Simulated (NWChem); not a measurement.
Species: CH4MgS2; SMILES C[S][Mg][SH]

```xyz
8

Mg     0.4578    -0.7968    -0.4222
S      0.6228    -3.1035    -0.6276
H      0.8488    -3.2499     0.7108
S      0.2834     1.5054    -0.2271
C     -1.5306     1.7555     0.0351
H     -2.1295     1.4221    -0.8343
H     -1.6845     2.8445     0.1589
H     -1.8969     1.2526     0.9507
```
Atoms are numbered in this order, from 1.

Level: PBE-D3(BJ)/def2-SVP (NWChem), optimised geometry, unscaled harmonic frequencies. 

Problem. List the harmonic frequencies with IR intensities, and the thermochemistry.

Solution. 
```csv
frequency (cm⁻¹),IR intensity (km/mol)
58,1.5
67,8.4
93,11.5
108,28.6
167,19.7
286,0.3
529,7.4
547,76.1
685,6.5
918,7.6
931,8.8
1284,22.2
1404,6.6
1408,5.5
2603,2.5
2980,28.5
3082,3.3
3085,1.4
```

| Property | Result |
|---|---|
| zero-point energy | 28.9 kcal/mol |
| thermal correction to the enthalpy at 298.15 K (with zero-point energy) | 34.3 kcal/mol |
| heat capacity Cv | 21.9 cal/(mol K) |
| entropy at 298.15 K and 1 atm (symmetry number 1) | 88.7 cal/(mol K) |
| dipole moment | 1.44 D |

Rigid rotor and harmonic oscillator; modes under 100 cm⁻¹ make the entropy uncertain.
